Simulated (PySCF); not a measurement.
Compound: C5H4O2.
Structure used (GFN2-xTB), in Å, numbered top down from 1:
```
atom  x, y, z in Å
O1    -2.6035    0.9779    0.3055
C2    -1.8777    0.1146   -0.1187
C3    -0.4304    0.0940    0.0097
C4     0.4712   -0.9017   -0.4740
C5     1.7109   -0.4848   -0.1143
O6     1.6457    0.6860    0.5508
C7     0.3652    1.0329    0.6255
H8    -2.2835   -0.7620   -0.6612
H9     0.2141   -1.7918   -1.0098
H10    2.6836   -0.9095   -0.2639
H11    0.1100    1.9469    1.1244
```

NICS is the negative of the GIAO shielding at a point without a nucleus: at the ring centre (0) and 1 Å above and below it (1); zz is the component along the ring normal. Level: GIAO PBE0/pcSseg-1 (PySCF, non-relativistic, gas phase) on the GFN2-xTB geometry, one conformer.

Ring bond lengths (Å), with Mayer bond orders in brackets: C3–C4 1.428 (1.21), C4–C5 1.356 (1.63), C5–O6 1.348 (1.06), O6–C7 1.329 (1.13), C7–C3 1.376 (1.51).

Problem. Give the NICS values of each ring in ppm.

Solution. 
```tsv
ring	type	NICS(0)	NICS(1), two faces	NICS(1)zz, two faces	rms pucker (Å)	centre to ring atoms, mean (Å)
C3–C4–C5–O6–C7	5-membered ring with O; formal bonds all aromatic	-11.7	-10.3 / -10.3	-26.2 / -26.2	0.00	1.16
```

Problem. What do they say, and how far can they be read as aromaticity?

Solution. 
- C3–C4–C5–O6–C7: mean NICS(1)zz -26.2 ppm, shielded. For a flat ring without four-coordinate atoms the NICS criterion counts such a value as aromatic.

Problem. And the bond-length index? HOMA = 1 − mean of α(R − Ropt)² over the ring bonds, with Krygowski's 1993 parameters (CC: Ropt 1.388 Å, α 257.7 Å⁻²; CO: Ropt 1.265 Å, α 157.38 Å⁻²).

Solution. 
- C3–C4–C5–O6–C7: HOMA 0.51; the largest term is that of C5–O6, α(R − Ropt)² = 1.09.

Problem. At the second NICS(1) probe listed for ring C3–C4–C5–O6–C7, 1 Å off the ring, how large is the induced field along the normal in 1 T applied along it?

Solution. NICSzz × B0 = -26.2 ppm × 1 T = -26 μT, against the applied field.

Problem. List the ring angles and the Hirshfeld charges of the ring atoms.

Solution. 
- C3–C4–C5–O6–C7: C3 105.2° (-0.054 e), C4 105.8° (-0.081 e), C5 110.7° (+0.012 e), O6 107.5° (-0.045 e), C7 110.7° (+0.043 e); sum 540.0° against 540° for a flat convex ring.

Problem. What are the shieldings of the ring atoms and their hydrogens in the same run (means over atoms taken as equivalent)?

Solution. 
```csv
atoms,environment,σ isotropic (ppm),"principal values of the symmetric part, first atom (ppm)"
C3,substituted aromatic carbon,53.3,"-21.1, 43.0, 138.0"
C4,aromatic CH carbon,68.3,"-18.8, 60.1, 163.6"
C5,aromatic CH next to a ring oxygen,38.8,"-37.7, 48.1, 106.0"
O6,furan-type oxygen,28.2,"-116.6, -68.6, 269.6"
C7,aromatic CH next to a ring oxygen,34.9,"-37.5, 28.5, 113.8"
H9,aromatic hydrogen,24.74,"23.5, 24.9, 25.8"
H10,aromatic hydrogen,24.18,"21.3, 25.5, 25.7"
H11,aromatic hydrogen,23.38,"20.2, 24.5, 25.4"
```

The run took about 10 s of CPU time (one thread, shared machine). This is the whole shielding run at PBE0/pcSseg-1, SCF included.
